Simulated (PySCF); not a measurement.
C5H5F2NO2.
Geometry (PBE0-D3(BJ)/def2-SVP, Å), atoms numbered from 1 in this order:
```xyz
15
C5H5F2NO2 angstrom
N      0.090    2.846   -0.954
C      0.071    1.738   -0.624
C      0.140    0.318   -0.216
O     -0.897   -0.021    0.652
C     -2.164   -0.024    0.121
F     -2.896   -0.828    0.885
F     -2.694    1.207    0.179
C      1.489   -0.169    0.322
C      1.475   -1.077   -0.912
O      0.217   -0.526   -1.340
H     -2.175   -0.374   -0.925
H      1.381   -0.665    1.294
H      2.279    0.589    0.358
H      2.265   -0.890   -1.654
H      1.400   -2.159   -0.718
```

Linear response at B3LYP/def2-SVPD (PySCF, frozen core in the response, non-relativistic).

Static isotropic polarisability: 70.36 au (10.43 Å³), principal values 58.7, 72.5, 79.9 au.

Task: What is the polarisability at 1064 nm and at the sodium D line?

Result: 70.78 au at 1064 nm (+0.6 %), 71.77 au at 589.3 nm (+2.0 %). The rise at 589.3 nm is 3.33 times that at 1064 nm; a pure ω² law gives 3.26. The lowest singlet lies at 182 nm, shorter than both wavelengths.

Task: What is the isotropic C6 coefficient between two such molecules, C6 = (3/π)∫α(iω)² dω?

Result: 2422 au (Eh·bohr⁶) by a ten-point quadrature over imaginary frequencies, which is 1450 eV·Å⁶ or 140 J·nm⁶/mol.

Task: Which effective excitation energy ω̄ makes London's formula C6 = (3/4)α²ω̄ exact here?

Result: ω̄ = 4·C6/(3α²) = 0.652 Eh = 17.8 eV. A one-pole form α(ω) = α/(1 − ω²/ω̄²) fitted to the 1064 nm value gives 15.1 eV.

Task: What n − 1 at the D line would an ideal gas of it have at 273.15 K and 1 atm (2.6868 × 10¹⁹ cm⁻³), by n − 1 = 2π·N·α′?

Result: 17.95 × 10⁻⁴, a formal value whether or not that pressure can be reached.

Task: How many electrons N does the Slater–Kirkwood formula C6 = (3/4)·√N·α^(3/2) need to give this C6?

Result: N = (4·C6/3)²/α³ = 29.9; the species has 76 electrons in all.

Task: What does −C6/R⁶ come to at R = 10 Å between centres?

Result: -140 J/mol. This is the leading, orientation-averaged term; C8 and higher terms are left out.

Task: What three-body coefficient follows from the one-pole estimate C9 = (3/4)·α·C6?

Result: 128000 au. This is an estimate from the two numbers above, not a computed integral.

Task: The lowest 6 singlets have (eV, f): 6.81, 0.004; 7.34, 0.001; 7.42, 0.005; 7.66, 0.005; 7.83, 0.014; 7.92, 0.009. What share of the static polarisability do they carry in the sum over states α = Σ f/ω²?

Result: 0.49 au, 0.7 % of α; the largest term, 0.17 au, is that of the state at 7.83 eV. Their oscillator strengths add up to 0.04. Higher states carry the rest.

Task: What molar refraction at the D line follows from R = (4π/3)·N_A·α′, with α′ the polarisability volume?

Result: α′ = 10.64 Å³ gives R = 26.83 cm³/mol, for isolated, non-vibrating species.

One conformer stands for the species.
